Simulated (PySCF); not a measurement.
Ga(H)(OH)(OMe) (CH5GaO2), SMILES C[O][GaH][OH].

Geometry: PBE-D3(BJ)/def2-SVP. The structure was generated by enumeration; whether it is a known compound was not checked. Other conformers were not sampled.

The numbers are results of TDA-M06-2X/def2-SVPD (PySCF), not measurements.

Vertical excitations. Isolated molecule, no solvent. State labels are in the subgroup Cs.

Question: List the lowest excited states. (Estimate from the structure and the level; the computed values follow.)

Answer: 
```csv
state,symmetry,energy (eV),λ (nm),f,main pairs
S1,A",6.49,191,0.000,"HOMO−1→LUMO 60 %, HOMO→LUMO+1 24 %, HOMO→LUMO+2 10 %"
S2,A',6.53,190,0.048,HOMO→LUMO 78 %
S3,A",6.58,188,0.001,"HOMO→LUMO+1 41 %, HOMO−1→LUMO 35 %, HOMO→LUMO+2 15 %"
S4,A",7.22,172,0.010,HOMO−2→LUMO 89 %
S5,A',7.26,171,0.074,"HOMO−1→LUMO+1 63 %, HOMO→LUMO 16 %, HOMO−1→LUMO+2 13 %"
S6,A",7.50,165,0.078,"HOMO−3→LUMO+1 58 %, HOMO−3→LUMO+3 10 %, HOMO→LUMO+2 9 %"
S7,A',7.66,162,0.017,"HOMO−3→LUMO 47 %, HOMO−2→LUMO+1 33 %"
S8,A",7.92,157,0.001,"HOMO→LUMO+2 42 %, HOMO→LUMO+1 27 %, HOMO→LUMO+4 11 %, HOMO−3→LUMO+1 9 %"
S9,A",8.13,153,0.009,HOMO→LUMO+3 75 %
S10,A',8.27,150,0.041,"HOMO−1→LUMO+2 36 %, HOMO−3→LUMO 16 %, HOMO−1→LUMO+1 13 %, HOMO−1→LUMO+3 12 %"
T1,A',5.80,214,0,HOMO→LUMO 92 %
T2,A",6.24,199,0,"HOMO→LUMO+1 48 %, HOMO→LUMO+2 28 %, HOMO−1→LUMO 10 %"
T3,A",6.38,194,0,HOMO−1→LUMO 84 %
T4,A',6.71,185,0,"HOMO−1→LUMO+1 56 %, HOMO−1→LUMO+2 28 %"
```
Triplets are in the Tamm–Dancoff approximation.
